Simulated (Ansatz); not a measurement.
C$_{4}$H$_{7}$, doublet, at a GFN2-xTB geometry; R2SCAN/def2-SVP run with Ansatz (a program for electronic structure).

Ansatz was given this input:
Ansatz 0.2 input:
```yaml
crystal:
  periodic: [false, false, false]
  atoms:
    - {symbol: C, position_ang: [-0.19495187, 0.15685852, 1.40366555]}
    - {symbol: C, position_ang: [-0.00119422, 0.08240982, 0.04378401]}
    - {symbol: H, position_ang: [-0.29377985, 1.10630927, 1.89854694]}
    - {symbol: H, position_ang: [-0.25392347, -0.72596582, 2.01373916]}
    - {symbol: C, position_ang: [0.07590634, 1.21165371, -0.74090455]}
    - {symbol: H, position_ang: [0.22795896, 1.14765059, -1.80292646]}
    - {symbol: H, position_ang: [-0.01487156, 2.19324052, -0.31204544]}
    - {symbol: C, position_ang: [0.11066686, -1.26726994, -0.61376699]}
    - {symbol: H, position_ang: [0.38726064, -2.03093733, 0.10821526]}
    - {symbol: H, position_ang: [-0.84735425, -1.54391310, -1.05326649]}
    - {symbol: H, position_ang: [0.85214687, -1.24829667, -1.40893108]}
basis:
  gaussian:
    orbitals: def2-SVP
hamiltonian:
  xc: r2scan
magnetization: {spin_polarized: true, initial_magnetization: 1}
```

Problem. What does Ansatz print? Leave out banner, timings and long lists.

Solution. 
```
Functional definition: r2SCAN
1038 factors; their error is unknown
mean field evaluation 1: about -4246.7094 eV, gradient 3.8e1 eV
mean field evaluation 2: about -4244.0844 eV, gradient 4.4e1 eV
mean field evaluation 4: about -4254.7372 eV, gradient 2.3e0 eV
mean field evaluation 8: about -4254.7670 eV, gradient 2.2e-1 eV
mean field evaluation 16: about -4254.7193 eV, gradient 1.3e-4 eV
mean field -4254.71933866 eV, -156.3580517434 hartree, gradient 4.7e-5 eV, S^2 0.798707; 0 other end points of the search recorded, 0 dependent functions left out
reference -4254.71934882 eV, -156.3580521168 hartree; 16, 15 occupied and 75, 76 virtual orbitals, 1038 factors
Total energy: -4254.71934882 eV, -156.3580521168 hartree
```
